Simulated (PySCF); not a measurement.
**Structure from NMR data**

An unknown has the formula C$_{7}$H$_{5}$NO. Its calculated NMR data are:

¹H NMR (500 MHz, computed): δ 7.78 (m, 2H), 7.55 (t, 1H), 7.52 (d, 2H).

¹³C{¹H} NMR (computed): δ 159.6 (C), 135.9 (CH), 131.3 (CH), 120.7 (CH), 112.3 (C).

All values are calculated (PySCF 2.14.0 with density-fitted response routines): structure optimised with GFN2-xTB, shielding tensors at PBE0/pcSseg-1 (GIAO). Non-relativistic, averaged over atoms made equivalent by symmetry, fast rotation or ring inversion, one computed conformer, no solvent.

δ = σ(ref) − σ, references computed at the same level: TMS for ¹H, ¹³C.

Q: Which of these isomers gave the spectra?
A. c1ccc2ocnc2c1
B. N#COc1ccccc1
C. C=C(C#N)C#CC(C)=O

A: B. 

- The formula gives 6 degrees of unsaturation (1 ring in the answer).
- 5 carbon signals for 7 carbons: some carbons are equivalent by symmetry or fast rotation.
- Carbon types of the structure: 2 × C, 5 × CH, which accounts for all hydrogens.
- δC 159.6: aromatic carbon bearing oxygen; σ withdrawal by the attached heteroatom moves it downfield of the ring CH carbons.
- δC 135.9, 131.3, 120.7: aromatic CH.
- δC 112.3: nitrile carbon; this is the usual window of a C≡N carbon, which has no attached hydrogen.
- δH 7.78, 7.55, 7.52: hydrogen on an aromatic CH; the ring current deshields protons in the ring plane.

The others: C=C(C#N)C#CC(C)=O would give 7 carbon signals, not 5; c1ccc2ocnc2c1 would give 7 carbon signals, not 5.

Shifts are as computed. Against solution values, carbons near 30 ppm lie about +3 ppm off and those near 130 ppm about +5 ppm. Of 1211 compounds with measured shifts, 218 miss one by over three times the rms of a fit or turn the order of signals round; such compounds aren't used in these exercises. No couplings were computed; multiplicities are counted from neighbouring protons, with m where these are inequivalent, close in shift, in a saturated or five-membered ring or joined by F or P, and br s for small geminal =CH2 splittings.
